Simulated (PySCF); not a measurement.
A calculated (PBE0, PySCF 2.14, 6-31G*, the non-relativistic Hamiltonian (point nucleus)) atom or ion has these occupied shells.

```tsv
shell	electrons	orbital energy (eV)	rms radius, mean of both spins (bohr)
1s α	1	-13161.5	0.0505
1s β	1	-13161.4	0.0505
2s α	1	-1717.6	0.210
2s β	1	-1717.5	0.210
2p α	3	-1548.2	0.185
2p β	3	-1548.1	0.185
3s α	1	-251.52	0.601
3s β	1	-251.26	0.601
3p α	3	-191.74	0.614
3p β	3	-191.42	0.614
3d α	5	-84.675	0.654
3d β	5	-84.395	0.654
4s α	1	-33.067	1.78
4s β	1	-30.100	1.78
4p α	3	-19.820	2.11
4p β	1	-17.862	2.11
```

Q: Name the element and its charge.

A: Br⁺ (bromine, charge +1), in [Ar] 3d10 4s2 4p4, high-spin 3P determinant.
